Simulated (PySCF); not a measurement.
Compound: C3H9NO2Si2.
SMILES: `O=C[Si@@H](OC)[SiH2]N=C`

Level of theory: TDDFT B3LYP/def2-SVPD, vertical, gas phase, core orbitals frozen in the response (PySCF). Isolated species at its GFN2-xTB geometry (one conformer only). Torsions of this conformer, `[CH2:1]=[N:2][SiH2:3][Si@@H:4]([CH:5]=[O:6])[O:7][CH3:8]`: C1–N2–Si3–Si4 -113°, N2–Si3–Si4–C5 -162°, Si3–Si4–C5–O6 -59°, Si3–Si4–O7–C8 55°.

```csv
state,E (eV),λ (nm),f,|μ| (D),"main configurations (H = HOMO, L = LUMO)"
S1,3.18,390.2,0.0040,0.58,"H→L (84%), H→L+1 (13%)"
S2,3.89,319.0,0.0010,0.26,"H-1→L+1 (50%), H-1→L (45%)"
S3,4.58,270.6,0.045,1.60,"H→L+1 (83%), H→L (11%)"
S4,4.67,265.4,0.0064,0.60,"H-1→L (50%), H-1→L+1 (44%)"
S5,5.07,244.5,0.046,1.55,H-2→L (91%)
S6,5.25,236.1,0.0032,0.40,H→L+2 (86%)
S7,5.37,230.9,0.011,0.72,"H-1→L+2 (78%), H-2→L+1 (12%)"
S8,5.56,223.0,0.039,1.37,"H→L+3 (70%), H-2→L+1 (20%)"
```

Triplets, Tamm–Dancoff:

```json
{"state": "T1", "E (eV)": "2.51", "λ (nm)": "493.9", "main configurations (H = HOMO, L = LUMO)": "H→L (82%), H→L+1 (14%)"}
{"state": "T2", "E (eV)": "3.35", "λ (nm)": "370.0", "main configurations (H = HOMO, L = LUMO)": "H-1→L+1 (59%), H-1→L (33%)"}
{"state": "T3", "E (eV)": "4.28", "λ (nm)": "289.6", "main configurations (H = HOMO, L = LUMO)": "H→L+1 (60%), H→L (11%), H-2→L (9%)"}
```

The lowest singlet lies at 3.18 eV (390 nm, visible) and is very weak; its leading configuration is HOMO→LUMO (84%). The strongest level in the table is S5 at 5.07 eV (244 nm, f = 0.046). Löwdin shares by element: HOMO oxygen 48% or more, carbon 20% or more, silicon 11% or more, hydrogen 9% or more; LUMO carbon 41% or more, oxygen 27% or more, silicon 10% or more (atoms not listed hold the other 22%). Orbital energies (eV): HOMO-3 -8.69, HOMO-2 -7.74, HOMO-1 -7.03, HOMO -6.68, LUMO -1.87, LUMO+1 -1.42, LUMO+2 -0.61. Of the 8 states listed, 4 reach f = 0.01 and none stays under 0.0005. The oscillator strengths of these states sum to 0.155; summed over the whole spectrum of an exact calculation they would give the number of electrons, 78 (Thomas–Reiche–Kuhn). S1 lies in the visible range (380 to 750 nm), at 390 nm, f = 0.0040; light of that wavelength is violet, and its complementary colour is yellow-green; a Tamm–Dancoff triplet lies at 494 nm, without intensity as long as spin–orbit coupling is left out. The window holds the lowest 8 singlets.
